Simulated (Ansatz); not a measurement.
Reaction (hydrogenolysis of the Al–Se bond): `[NH2][AlH][SeH]` + H₂ → `[NH2][AlH2]` + H₂Se

Program: Ansatz. Geometries: PBE0-D4/def2-TZVP. ΔE: electronic, gas phase. CBS: MP2 limit from def2 TZ/QZ plus the TZ coupled-cluster correction, frozen cores. This one scheme is used for every species. DFT in def2-TZVPP. For Se outer-core shells are correlated without core-valence functions, which leaves a few kJ/mol of doubt a bond. Scalar relativity is left out up to krypton. Each species was taken in one conformer, which may not be the lowest.

```tsv
level	ΔE (eV)
LDA (SPW92)	1.02
BLYP-D4	1.02
```

**Question.** What does CCSD(T)/CBS give? (Best estimate.)

**Answer.** Computed: +1.10 eV. The listed levels differ from it by -0.08, -0.08 eV.

Largest T1 diagnostic among the species: 0.011.

Leaving LDA and LC-ωPBE aside and taking each functional with its dispersion term where it has one, the values, not all of them listed here, spread over 0.24 eV, from B97M-V to r2SCAN-D4. In def2-TZVPP, CCSD(T) changes the Hartree–Fock value by +0.14 eV (the triples alone add +0.04 eV) and MP2 by +0.25 eV. The D4 term adds +0.07 eV with B3LYP and +0.04 eV with PBE0; it sums over pairs of atoms, weighted by their polarisabilities, and B3LYP, whose exchange is more repulsive, gets the larger term.

B3LYP here is the variant with VWN-RPA as its local correlation; programs differ in this.
